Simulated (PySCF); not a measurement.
C3H10OSi

The system: C3H10OSi, a small molecule; neutral, singlet. The structure, one conformer, was relaxed in the gas phase by PBE0-D3(BJ)/def2-SVP. No frequency run checks that it is a minimum.

SMILES: CC(O)C[SiH3]

```
atom   x (Å)   y (Å)   z (Å)
  C1  -0.595  -0.434   0.207
  C2  -2.006  -0.143  -0.275
  C3   0.483   0.170  -0.694
 Si4   2.198   0.102   0.104
  O5  -0.417  -0.030   1.550
  H6  -0.449  -1.527   0.230
  H7  -2.190   0.945  -0.300
  H8  -2.746  -0.601   0.398
  H9  -2.169  -0.530  -1.292
 H10   0.246   1.227  -0.919
 H11   0.509  -0.348  -1.667
 H12   2.453  -1.248   0.692
 H13   2.359   1.144   1.162
 H14   3.236   0.363  -0.944
 H15  -0.559   0.924   1.592
```

Shieldings: GIAO PBE0/pcSseg-1. Shifts are against computed references at the same level: C TMS (σ 184.4 ppm), H TMS (σ 31.27 ppm), Si TMS (σ 352.0 ppm). Core levels by delta-SCF with SCAN, pcX-2 on the ionised atom and pcseg-1 elsewhere, spin-free X2C (2p3/2 is the spin-free 2p value less a third of a first-order spin-orbit splitting); from the vacuum level, for chosen atoms.

Q: Give the shieldings and core levels atom by atom.

A: 
```
      atoms         bonded to  σ (ppm)  δ (ppm)  core level (eV)
         C1   2 C + 1 O + 1 H    116.6     67.8        1s 292.21
         C2         1 C + 3 H    154.9     29.5        1s 290.74
         C3  1 C + 1 Si + 2 H    162.4     22.0        1s 290.22
        Si4         1 C + 3 H    421.3    -69.3     2p3/2 106.48
         O5         1 C + 1 H    252.9        -        1s 538.60
         H6               1 C    27.69     3.58                -
   H7 H8 H9               1 C    30.06     1.21                -
        H10               1 C    30.65     0.62                -
        H11               1 C    30.31     0.96                -
H12 H13 H14              1 Si    27.40     3.87                -
        H15               1 O    31.81    -0.54                -
```

Values are those of this one static structure, with the three H of a rotating XH3 group averaged; atoms that internal rotation interchanges would show their mean in an NMR spectrum.

Q: Which of C1, C2, C3 holds its core electrons tightest, and by how much against the loosest?

A: C1 (bonded to 2 C + 1 O + 1 H), by 1.99 eV over C3 (bonded to 1 C + 1 Si + 2 H).

Q: By CAM-B3LYP/def2-SVPD (TDDFT singlets, Tamm-Dancoff triplets, ionisation by delta-SCF), where does absorption start, and what does vertical ionisation take?

A: The lowest singlet lies at 7.24 eV (f 0.021), the strongest of the first 6 at 8.68 eV (f 0.039), the lowest triplet at 6.94 eV; vertical ionisation takes 10.40 eV.
